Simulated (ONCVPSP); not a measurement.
# Before and after: ONCV potential for Ta

| Property | Result |
| --- | --- |
| Element | tantalum (Ta) |
| Generator | ONCVPSP 4.0.1 |
| Type | optimised norm-conserving Vanderbilt (ONCV) |
| Functional | BLYP |
| Relativity | scalar-relativistic |
| Frozen core | [Kr] 4d10 4f14 |
| Valence charge | 13 |
| Reference configuration | 5s2 5p6 5d3 6s2 |
| Partial waves | 5s+6s: rc 1.95 bohr, ncon 5, nbas 9, qcut 8 1/bohr, 2 projectors; 5p: rc 1.65 bohr, ncon 4, nbas 7, qcut 7 1/bohr, 2 projectors, debl 2 Ha; 5d: rc 1.65 bohr, ncon 4, nbas 8, qcut 9.5 1/bohr, local |
| Local potential | the d channel |
| Core correction | none |

Change: s: rc 2.42.

Cutoffs: the cutoffs (Ha) at which the residual kinetic energy of the hardest occupied pseudo-wave falls to 1 and 0.1 mHa per electron; they do not see the model core or the augmentation charge, which bear on the density cutoff. Errors are all-electron minus pseudo energies relative to the spin-unpolarised reference configuration.

**Question.** How do hardness, ghosts and transferability respond?

**Answer.** The potential gets softer (21 Ha and 25 Ha → 19 Ha and 24 Ha); of the 4 tests that both files solve, the error grows in 1 and shrinks in 2 by more than 15 % and 0.3 meV (median size 1.6 → 1.1 meV); neither file shows a bound ghost. A larger radius leaves more room for a smooth pseudo-wave, so fewer plane waves are needed.

```csv
quantity,base,changed
"cutoff, loose",21 Ha,19 Ha
"cutoff, tight",25 Ha,24 Ha
loose cutoff by channel,"s 21 Ha, p 19 Ha, d 13 Ha","s 16 Ha, p 19 Ha, d 13 Ha"
bound ghosts,none,none
GHOST(+) flags under 300 eV,none,none
"error for 5s2 5p6 5d3 6s1, meV [ΔE 8.39 eV]",-0.4,-0.8
"error for 5s2 5p6 5d3 6s0, meV [ΔE 23.45 eV]",+7.3,+5.3
"error for 5s2 5p6 5d2 6s0, meV [ΔE 47.04 eV]",+2.8,+1.4
"error for 5s2 5p6 5d3 6s1 6p1, meV [ΔE 4.17 eV]",0.0,-0.2
p: phases at 1.67 bohr within 0.05 rad from the reference energy up to (Ha; the scan ends near 5),to the end of the scan,to the end of the scan
d: phases at 1.67 bohr within 0.05 rad from the reference energy up to (Ha; the scan ends near 5),4.2,4.2
```
